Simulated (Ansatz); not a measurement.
Gas-phase electronic energies from Ansatz, PBE0-D4/def2-TZVP geometries. CBS: MP2 limit from def2 TZ/QZ plus the TZ coupled-cluster correction, frozen cores. This one scheme is used for every species, atoms too. DFT in def2-TZVPP. HSE06 is defined as in plane-wave codes. No spin–orbit coupling; open shells (•) take unrestricted orbitals. Spin–orbit coupling would lower the free atoms: a little for Cl. For Ge outer-core shells are correlated without core-valence functions, so the limit isn't a true one: a few kJ/mol of doubt a bond, and 10 to 20 or more in all where bonds break to atoms. Scalar relativity is left out up to krypton. One conformer a species, not always the lowest.

Reaction (hydrogen abstraction from a Ge–H bond): `[CH3][GeH]([F])[SH]` + Cl• → `[CH3][Ge]([F])[SH]`• + HCl

| level | ΔE (eV) |
| --- | --- |
| HSE06-D4 | -0.94 |
| CAM-B3LYP | -0.81 |

(1) What does CCSD(T)/CBS give? (Estimate.)

Largest T1 diagnostic among the species: 0.014.

Results:

(1) The calculation gave: -0.77 eV. The listed levels differ from it by -0.17, -0.04 eV.

From PBE to PBE0 (25 % exact exchange), in def2-TZVPP and without D4, ΔE moves by +0.18 eV. At CCSD(T), def2-SVP lies +0.24 eV from the extrapolated value and def2-TZVPP +0.07 eV.

CCSD(T)/CBS has its own doubt, a few kJ/mol and more with outer-core shells, so smaller differences from it don't rank the levels.
